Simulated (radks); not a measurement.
Values are calculated unless marked as measured or tabulated.
Polarisability of neutral lanthanum, [Xe] 5d1 6s2, at imaginary frequency. Level of theory: non-relativistic Kohn-Sham, LDA (Slater exchange, Perdew-Wang correlation), spin-unpolarised, spherical densities, point nucleus; relativity is left out, which matters for an element this heavy (a radial shooting solver on a logarithmic mesh with Libxc functionals). Response by self-consistent Sternheimer equations with the Hartree and adiabatic LDA kernel.

| w (hartree) | alpha1(iw) (bohr^3) |
|---|---|
| 0.00266 | 210.4 |
| 0.0143 | 206.8 |
| 0.0360 | 188.9 |
| 0.0697 | 148.6 |
| 0.118 | 98.85 |
| 0.186 | 59.69 |
| 0.280 | 35.52 |
| 0.413 | 21.64 |
| 0.605 | 13.43 |
| 0.892 | 8.195 |
| 1.35 | 4.690 |
| 2.12 | 2.429 |
| 3.59 | 1.104 |
| 6.94 | 0.3966 |
| 17.5 | 0.08564 |

Static values: alpha1 = 210.5 bohr^3 (31.19 angstrom^3; uncoupled 436.7). C6 = 3839, triple-dipole C9 = 578700 atomic units. One-pole (London) frequency 4 C6 / (3 alpha1^2) = 0.116 hartree, against 0.132 for minus the highest occupied eigenvalue. The dipole shielding factor is 1.000, as the force sum rule N/Z = 1.000 demands. Recommended static value: 215 bohr^3 (Schwerdtfeger and Nagle, 2023 table).

Beside tabulated values, note that spin-unpolarised runs miss the spin-polarisation part of the exchange energy of open shells.
